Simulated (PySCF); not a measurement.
ZnSi⁺ at PBE

Computed with PBE; PySCF, spin-free X2C with a Gaussian nucleus, basis sets Zn x2c-SVPall, Si x2c-SVPall.

For ZnSi⁺, the state is ²Π (doublet), unpaired electrons π ↑. The bond length is 2.526 Å and the harmonic wavenumber is 235 cm⁻¹. The force constant is 0.635 mdyn/Å. The rotational constant Be is 0.1358 cm⁻¹ and the anharmonicity ωexe is 1.33 cm⁻¹. The vibration–rotation constant αe is 0.00108 cm⁻¹ and the well depth De to Zn + Si⁺ is 1.82 eV. The dissociation energy D0 is 1.81 eV, the bond order (Mayer) is 0.96 and the dipole moment (positive dipole points towards Si; it is taken about the centre of mass and depends on that origin) is 1.55 D.

For an ion De counts to the pair picked by the measured ionisation energies or electron affinities, which need not be the lowest pair at this level. The state is the lowest determinant that a PBE0 search found; another state may lie lower at other levels.
